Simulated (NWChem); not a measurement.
System meant: AlN2H4Cl; SMILES [NH2][Al]([NH2])[Cl]

The following NWChem deck was run.

```
start job
memory heap 200 mb stack 900 mb global 1100 mb
geometry units angstroms noautoz
  Al     0.000000     0.000000    -0.423299
  Cl     0.000000     0.000000     1.685917
  N      0.000000    -1.555854    -1.254837
  H      0.000000    -2.449364    -0.777213
  H      0.000000    -1.696363    -2.257882
  N      0.000000     1.555854    -1.254837
  H      0.000000     1.696363    -2.257882
  H      0.000000     2.449364    -0.777213
end
basis spherical
  Al library def2-svp
  Cl library def2-svp
  N library def2-svp
  H library def2-svp
end
dft
  xc pbe0
  iterations 4
  mulliken
end
task dft energy
```

End of the output:

```
    Atom       Charge   Shell Charges
 -----------   ------   -------------------------------------------------------
    1 Al  13    12.69   2.00  1.93  0.50  0.19  5.82  1.00  0.70  0.55
    2 Cl  17    17.09   2.00  1.96  1.03  0.79  5.82  2.26  3.22  0.01
    3 N    7     7.25   1.97  0.70  0.45  2.24  1.88  0.02
    4 H    1     0.93   0.59  0.21  0.13
    5 H    1     0.93   0.59  0.21  0.13
    6 N    7     7.25   1.97  0.70  0.45  2.24  1.88  0.02
    7 H    1     0.93   0.59  0.21  0.13
    8 H    1     0.93   0.59  0.21  0.13

 center of mass
 --------------
 x =   0.00000000 y =   0.00000000 z =   0.14502050

 moments of inertia (a.u.)
 ------------------
         875.224283714635           0.000000000000           0.000000000000
           0.000000000000         569.230716951559           0.000000000000
           0.000000000000           0.000000000000         305.993566763076

     Multipole analysis of the density
     ---------------------------------

     L   x y z        total         alpha         beta         nuclear
     -   - - -        -----         -----         ----         -------
     0   0 0 0     -0.000000    -24.000000    -24.000000     48.000000

     1   1 0 0     -0.000000     -0.000000     -0.000000      0.000000
     1   0 1 0     -0.000000     -0.000000     -0.000000     -0.000000
     1   0 0 1     -1.061781     -0.530890     -0.530890      0.000000

     2   2 0 0    -28.019898    -14.009949    -14.009949      0.000000
     2   1 1 0     -0.000000     -0.000000     -0.000000      0.000000
     2   1 0 1     -0.000000     -0.000000     -0.000000      0.000000
     2   0 2 0    -23.165128   -103.793884   -103.793884    184.422639
     2   0 1 1      0.000000      0.000000      0.000000     -0.000000
     2   0 0 2    -26.299586   -163.300087   -163.300087    300.300588

 ------------------------------------------------------------------------
 dft energy failed                                                                                  0
 ------------------------------------------------------------------------
 ------------------------------------------------------------------------
  current input line :
    24: task dft energy
 ------------------------------------------------------------------------
 ------------------------------------------------------------------------
 This type of error is most commonly associated with calculations not reaching convergence criteria
 ------------------------------------------------------------------------
 For more information see the NWChem manual at https://nwchemgit.github.io

0:dft energy failed:Received an Error in Communication
```

### Question
What is wrong, and how is it mended?

### Answer
The run did not converge; its last values are not results. Cause: the SCF was allowed too few iterations. This input runs:
```
start job
memory heap 200 mb stack 900 mb global 1100 mb
geometry units angstroms noautoz
  Al     0.000000     0.000000    -0.423299
  Cl     0.000000     0.000000     1.685917
  N      0.000000    -1.555854    -1.254837
  H      0.000000    -2.449364    -0.777213
  H      0.000000    -1.696363    -2.257882
  N      0.000000     1.555854    -1.254837
  H      0.000000     1.696363    -2.257882
  H      0.000000     2.449364    -0.777213
end
basis spherical
  * library def2-svp
end
dft
  xc pbe0
  iterations 150
  mulliken
end
task dft energy
```
It converges to -813.99013 Ha (PBE0/def2-SVP).
